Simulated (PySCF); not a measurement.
AgCl, SMILES [Cl][Ag], multiplicity 1. Geometry: PBE0-D3(BJ)/def2-TZVPD. The multiplicity is an assumed one; other spin states were not compared. The def2 effective core potentials stand for the cores of Ag; spin–orbit coupling is left out.

Method: PBE0-D3(BJ)/def2-TZVPD (PySCF).

Harmonic wavenumbers (cm⁻¹): 332. Rotational constants (GHz): 3.617 (linear); symmetry number 1.

Question: Work out the zero-point energy and the ideal-gas rigid-rotor harmonic-oscillator thermochemistry at 298.15 K and 1 atm.

Answer: ZPE = ½ Σ hcν = ½ × 332 cm⁻¹ = 1.98 kJ/mol. H − E(el) = 11.66 kJ/mol. Entropy in J/(mol K): translation 170.67, rotation 70.25, vibration 5.24, total 246.15. G − E(el) = -61.73 kJ/mol. Cp = 35.85 J/(mol K).
